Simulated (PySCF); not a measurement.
## State search for IBr

Unrestricted PBE0; PySCF, spin-free X2C with a Gaussian nucleus, basis sets I x2c-TZVPPall, Br x2c-TZVPPall. Outer shells of the fragments: I 4d10 5s2 5p5; Br 3d10 4s2 4p5.

Followed along the bond (rough minima from three points):

```tsv
2Ms+1	unpaired	⟨S²⟩ at the start	R at minimum (Å)	Te (eV)
1	none	0.00	2.47	0.00
3	σ ↑, π ↑	2.01	none in the scan	≤ 1.56
```

Solutions found at the starting distance of 2.425 Å, counted from the lowest of them; the search is not exhaustive and high or unbound solutions are not listed, so other states can lie among these:

| 2Ms+1 | unpaired | term | E (eV) | ⟨S²⟩ | ⟨Lz²⟩ | μ (D) |
| --- | --- | --- | --- | --- | --- | --- |
| 1 | none | ¹Σ⁺ | 0.00 | 0.00 | 0.00 | -0.58 |
| 3 | σ ↑, π ↑ | ³Π | 2.10 | 2.01 | 1.01 | -0.83 |
| 1 | σ ↑, π ↓ | mixed | 2.32 | 1.01 | 1.01 | -0.77 |
| 3 | π ↑↑ | ³Σ⁻ | 5.03 | 2.01 | 0.00 | -0.82 |
| 1 | π ↑↓ | mixed | 5.26 | 1.01 | 2.02 | -0.76 |
| 3 | σ ↑↑ | ³Σ⁺ | 5.26 | 2.01 | 0.00 | 0.39 |
| 1 | none | mixed | 5.99 | 0.00 | 2.01 | -0.62 |
| 3 | π ↑↑ | mixed | 6.71 | 2.01 | 2.02 | 0.72 |

A term symbol is given only where ⟨S²⟩ and ⟨Lz²⟩ are close to those of a pure state; real π, δ and φ orbitals otherwise mix terms. A positive dipole means I(−)Br(+).

Spin–orbit coupling is left out. Counting both spins, an empty level lies below a filled one in some of these solutions, because spin and occupation are held.
